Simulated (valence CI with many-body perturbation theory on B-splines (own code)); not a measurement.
Ce36+: one-electron terms

Method: valence CI with perturbative core correlation (CI+MBPT): four valence electrons over a frozen Dirac-Fock core [Ar], a basis of 7 s, 7 p, 8 d, 6 f, 4 g, 1 h functions for each j, with the one-electron correlation potential Σ1, the two-electron term Σ2, the three-electron term Σ3, Breit, model QED; selected CI, second order for the rest, scaled by the run's own slope (own B-spline code, finite nucleus).

The last digits are not significant, and no measured levels were compared; by estimate large intervals hold to a few tenths of a per cent, small ones and those within an open d or f shell to about a per cent. Only levels of the ground parity were solved; by the run's estimate the other parity begins above the list, which can be wrong where configurations are misplaced.

These are the spectroscopic orbitals of the CI (the correlating ones are not listed), shaped by the core and the other valence electrons. h is the expectation value of the core's Dirac-Fock operator, without the valence repulsion; Σ1 is computed up to l = 3 at one energy for each symmetry, that of its lowest orbital but kept below the first core excitation, so for empty shells it is not the orbital's own correlation shift; Breit and QED include the response of the core.

```tsv
Orbital	h (hartree)	Σ1 (cm⁻¹)	Breit (cm⁻¹)	QED (cm⁻¹)	⟨r⟩ (bohr)
4s1/2	-61.175	-7674	5764	4272	0.5154
5s1/2	-37.409	-2917	2782	2097	0.8413
6s1/2	-25.247	-1458	1525	1168	1.250
4p1/2	-59.058	-10125	9158	-92.7	0.5111
5p1/2	-36.364	-3695	4526	-41.3	0.8433
6p1/2	-24.659	-1819	2522	-21.9	1.259
4p3/2	-57.605	-9626	5655	339	0.5252
5p3/2	-35.663	-3618	2804	172	0.8606
6p3/2	-24.267	-1801	1656	97.8	1.280
3d3/2	-103.04	-21723	11873	-1020	0.2278
4d3/2	-54.562	-9917	4310	-285	0.5016
5d3/2	-34.203	-3832	2103	-131	0.8504
3d5/2	-102.13	-20601	5954	-493	0.2308
4d5/2	-54.233	-9617	2202	-110	0.5053
5d5/2	-34.04	-3695	1061	-45.9	0.8550
4f5/2	-51.46	-23267	472	-174	0.4556
5f5/2	-32.769	-9384	210	-83.5	0.8152
4f7/2	-51.349	-20200	-182	-107	0.4572
5f7/2	-32.709	-8122	-62.9	-48.5	0.8171
5g7/2	-31.983		34.9	-20.7	0.7356
5g9/2	-31.956		-30.5	-4.1	0.7365
```

Among the shells of the start configuration 3d4, Σ1 is largest in size for 3d3/2, where it is 0.096 % of h.

Lowest root of each symmetry, sizes in configuration state functions:

```
J  Parity  Roots  Reference  Variational  Second order  Change by selected CI (cm⁻¹)  Change by second order (cm⁻¹)
0    even      5         37         4379          9076                        -11049                              0
1    even      4         93        11246         14257                         -9287                             -1
2    even      8        133        16566         20791                         -9574                             -1
3    even      6        136        17919         24421                        -10269                             -1
4    even      7        121        17424         24007                        -10819                             -1
5    even      2         88        13801          2038                        -10208                             -3
6    even      2         56        10911          1045                        -10434                             -1
```
